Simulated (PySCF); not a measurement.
The dipole of `[O]=[Mo](=[O])=[O]` from its density and from atomic charges.

Coordinates (PBE0-D3(BJ)/def2-SVP, Å) and charges (e) from the PBE0/pcSseg-1 (def2-TZVP on Mo) density (PySCF):

```json
{"atom": "Mo1", "x": "-0.003", "y": "0.002", "z": "0.412", "Mulliken": "+1.4305", "ESP-fitted": "+1.9229"}
{"atom": "O2", "x": "1.598", "y": "-0.023", "z": "-0.127", "Mulliken": "-0.4765", "ESP-fitted": "-0.6408"}
{"atom": "O3", "x": "-0.778", "y": "1.395", "z": "-0.150", "Mulliken": "-0.4770", "ESP-fitted": "-0.6412"}
{"atom": "O4", "x": "-0.816", "y": "-1.374", "z": "-0.136", "Mulliken": "-0.4770", "ESP-fitted": "-0.6409"}
```

What dipole does each set of charges give (1 e·Å = 4.803 D), and what does the density give?

The full density gives (-0.03, 0.03, 5.12) D, 5.12 D in size; dipole vectors point from the negative to the positive end.

```
    scheme     μx    μy    μz  size (D)  share of the full size (%)  angle to the full dipole (°)
  Mulliken  -0.02  0.02  3.78      3.78                          74                             0
ESP-fitted  -0.04  0.03  5.08      5.08                          99                             0
```

Which set comes closest?

Length of the difference vector: ESP-fitted 0.05 D, Mulliken 1.34 D. Closest: ESP-fitted. The schemes that divide the density aren't constrained to reproduce the dipole.

With the origin at the mean of the coordinates, (0.000, 0.000, 0.000) Å, which are the largest single terms, by size, of the Mulliken dipole along the direction of the full one?

Mo1 +2.83, O4 +0.32, O3 +0.32, O2 +0.31 D; all 4 atoms together +3.78 D. The single terms depend on the origin, their sum doesn't.

Give the size of the full dipole in other units.

5.12 D = 2.014 au = 1.066 e·Å = 17.08 × 10⁻³⁰ C·m.

Isolated species at its PBE0-D3(BJ)/def2-SVP geometry, gas phase. Atoms past krypton carry effective core potentials; spin–orbit coupling is left out.
